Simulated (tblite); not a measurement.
C7H7NS.
Atom-mapped SMILES: `[CH2:1]=[N:2][c:3]1[cH:4][cH:5][c:6]([SH:7])[cH:8][cH:9]1` (hydrogens: H10, H11 on C1; H12 on C4; H13 on C5; H14 on S7; H15 on C8; H16 on C9)

Structure used (GFN2-xTB), in Å, numbered top down from 1:
```xyz
16
C7H7NS angstrom
C     -3.1389    0.2660   -0.0308
N     -2.2339   -0.6026    0.0137
C     -0.8845   -0.3013   -0.0109
C     -0.3357    0.6285   -0.8972
C      1.0271    0.8332   -0.9380
C      1.8637    0.1278   -0.0811
S      3.6019    0.4388   -0.1608
C      1.3278   -0.8017    0.8028
C     -0.0321   -1.0255    0.8242
H     -4.1656   -0.0697   -0.0557
H     -2.9691    1.3471   -0.0262
H     -0.9847    1.1670   -1.5723
H      1.4525    1.5430   -1.6312
H      3.9465   -0.4389    0.7801
H      1.9750   -1.3556    1.4680
H     -0.4576   -1.7474    1.5038
```

Computed with GFN2-xTB (tblite): harmonic, unscaled wavenumbers at the GFN2-xTB geometry, gas phase. This tight-binding method is rough: wavenumbers can miss measured ones by several per cent, in bad cases by 10 to 20. Modes of hydrogen on sulfur can be 10 to 20 % off. One conformer, not necessarily the lowest.

Harmonic wavenumbers (cm⁻¹): 82.8, 128.8, 191.6, 212.4, 248.8, 301.9, 343.2, 373.5, 419.5, 514.1, 597.5, 613.0, 657.8, 714.6, 810.5, 817.6, 856.1, 862.0, 900.6, 913.0, 971.6, 995.8, 1112.8, 1127.9, 1139.8, 1179.1, 1243.1, 1263.2, 1322.4, 1405.5, 1420.7, 1457.7, 1555.8, 1580.0, 1724.5, 2426.8, 2888.8, 3068.9, 3071.3, 3081.6, 3095.8, 3102.3.

A = 5069, B = 721.9, C = 639.1 MHz; mass 137.030 u (most abundant isotopes); point group C1, symmetry number 1.

Question: Zero-point energy?

Answer: Half the sum of the wavenumbers: 25397 cm⁻¹ = 72.61 kcal/mol.

Question: Give the ideal-gas entropy at 350 K and 1 bar in the rigid-rotor, harmonic-oscillator model (classical rotation).

Answer: Translation 41.48, rotation 29.79, vibration 25.68: S = 97.0 cal/(mol K).

Question: And Cp and H(350 K) − H(0)?

Answer: Cp = 39.28 cal/(mol K), of which vibrations give 31.34 (their classical limit is 42 R = 83.5); H(350 K) − H(0) = 7.95 kcal/mol without the zero-point energy, 5.17 from vibrations.

Question: Blend soft modes into free rotors: weight 1/[1 + (100 cm⁻¹/ν̃)⁴] for the oscillator and the rest for a rotor with moment μB/(μ + B), μ = h/(8π²ν), B = 10⁻⁴⁴ kg m². What vibrational entropy results?

Answer: 24.91 cal/(mol K) in place of 25.68, which changes −T·S at 350 K by +0.27 kcal/mol.

Question: What must be added to the electronic energy to get the Gibbs energy at 350 K and 1 bar?

Answer: ZPE + [H(350 K) − H(0)] − T·S = 72.61 + 7.95 − 33.93 = 46.63 kcal/mol.

Hindered rotation and anharmonicity are outside this model. Other conformers, if any are populated, would add a mixing term that is left out. The structure is chiral; the term R ln 2 for an equal mix with its mirror image is left out.

Hardware: Arm Neoverse V2, one thread, no GPU (shared host). Cost: 0.45 s. This covers the Hessian and the dipole derivatives.
